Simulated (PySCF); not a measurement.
Vertical excitations of a molecule C₃HBrClF from TDDFT-B3LYP/def2-SVPD in PySCF, as energy in eV (oscillator strength): 4.50 (0.000), 4.83 (0.001), 5.26 (0.002), 5.59 (0.001), 5.65 (0.006), 6.07 (0.728), 6.63 (0.005), 6.78 (0.001), 6.82 (0.004), 6.87 (0.007). Lowest triplet (TDA): 3.83 eV. The structure is a stationary point at r2SCAN-D4/def2-SVP. Other conformers were not sampled.

### Question
Identify the compound among the candidates.
(A) FC=C=C(Cl)Br
(B) FC(Cl)=C=CBr
(C) FC(Br)=C=CCl

### Answer
B, FC(Cl)=C=CBr
